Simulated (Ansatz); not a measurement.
```xyz
4

N     0.0000    0.5500    3.3000
N     0.0000   -0.5500    3.3000
Li    1.3400    0.0000    0.0000
Li   -1.3400    0.0000    0.0000
```

RHF on singlet Li2N2 was run in several spherical basis sets with Ansatz (development build ahead of 0.2.0).

Rank the basis sets by the total energy that they give, lowest first, with the distance from the lowest.
A. 6-31G
B. def2-SVP
C. cc-pVDZ

C (0.00 eV), A (2.48 eV), B (3.24 eV).

Totals follow the description of the cores as much as that of the bonds, so this order isn't one of quality for chemistry.
